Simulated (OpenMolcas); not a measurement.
I II: from CASSCF to CASPT2

```json
{
  "Program": "OpenMolcas",
  "Basis": "ANO-R3 [8s7p5d4f3g2h]",
  "Scalar Hamiltonian": "X2C, finite nucleus",
  "Active space": "4 electrons in 3 orbitals (5p)",
  "State averaging": "2S+1 = 3 even, 3 roots; 2S+1 = 1 even, 6 roots",
  "Spin-orbit coupling": "RASSI with atomic mean-field integrals over the reference wave functions, term energies averaged over their components"
}
```

Methods on the same reference wave functions:
A. CASSCF
B. SS-CASPT2, IPEA 0.25 Eh, imaginary shift 0.1 Eh (closed shells correlated: 4d 5s)

Energies in cm⁻¹ above 5s² 5p⁴ ³P₂, the measured ground level; measured values from NIST Handbook of Basic Atomic Spectroscopic Data.

```
      Level      A      B  Measured
5s² 5p⁴ ³P₂    0.0    0.0       0.0
5s² 5p⁴ ³P₁   6235   6430      7087
5s² 5p⁴ ³P₀   6577   6230      6448
5s² 5p⁴ ¹D₂  15505  13280     13727
5s² 5p⁴ ¹S₀  33169  28720     29501
```

Deviations, from unrounded energies. A percentage is the sum of absolute deviations over the sum of measured energies, with the sign that they share, or ± where signs differ.

```csv
Against measurement,Levels,A,B
mean absolute deviation (cm-1),4,1600,530
fine structure of the ground term (%),2,±7.2,-6.5
other terms of the ground configuration (%),2,+12.6,-2.9
```

B lies closest to measurement on these levels. The largest miss of B in the table is 5s² 5p⁴ ¹S₀, by -780 cm-1. The ranking rests on the paired levels alone, and a cruder setting can come out closer through cancelling errors.

From A to B the spin-free energies of the other terms of 5s² 5p⁴ shown, above ³P, scale by factors of 0.76 to 0.81.

The lowest spin-free term lies below A's lowest term by 0.666 hartree in B.

CASPT2 does not keep the components of a term degenerate, so their means are used; among the terms shown or strongly mixed into the levels shown the widest spread is 180 cm-1 (5s² 5p⁴ ¹D, B). With the s shell closed, the reference lacks s² → p² mixing. Computed and measured levels are paired by configuration, term and J; levels that our copy of the source lacks, or whose pairing is in doubt (as where it misses far off the trend of its configuration), stay unpaired and out of the deviations. Only configurations of the active space appear.
